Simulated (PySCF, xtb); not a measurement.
F₂Re, SMILES [F][Re][F] (connectivity only; charge and spin as stated), neutral, multiplicity 6.

Harmonic wavenumbers (cm⁻¹) from GFN2-xTB (xtb 6.7.1) at its own minimum, in rising order: 152, 152, 549, 565.

Question: What does B3LYP-D3(BJ)/def2-TZVP (PySCF 2.14.0) give at its own minimum? (Estimate from the structure and the level; the computed values follow.)

Answer: 119, 119, 614, 626. Paired by order, the mean absolute difference is 48 cm⁻¹ and the zero-point energies are 2.0 and 2.1 kcal/mol.
